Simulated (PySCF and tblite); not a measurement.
Values are calculated unless marked as measured or tabulated.
3 regioisomers of C₆H₇F:

```tsv
isomer	SMILES
A	[F:1][CH2:2][C:3]1=[CH:4][CH2:5][CH:6]=[CH:7]1
B	[F:1][CH2:2][C:3]1=[CH:4][CH:5]=[CH:6][CH2:7]1
C	[F:1][CH2:2][CH:3]1[CH:4]=[CH:5][CH:6]=[CH:7]1
```

Protocol: conformer search, at most 6 conformers an isomer, GFN2-xTB geometries, energies PBE0/pcSseg-1 (D3(BJ) added where defined), weights at 298.15 K with GFN2-xTB thermal terms. Programs: PySCF with density fitting and tblite.

Task: Rank the isomers by free energy at 298.15 K.

Result: 
```csv
isomer,ΔG (kcal/mol),"ΔE, lowest conformer",conformers,largest weight %,rms dipole (D)
B,0.0,0.0,2,90,1.65
A,0.4,0.6,2,66,2.10
C,2.7,2.3,2,97,1.56
```

The minima are those of GFN2-xTB; planar forms about aryl–S or allylic bonds may be saddles in DFT.
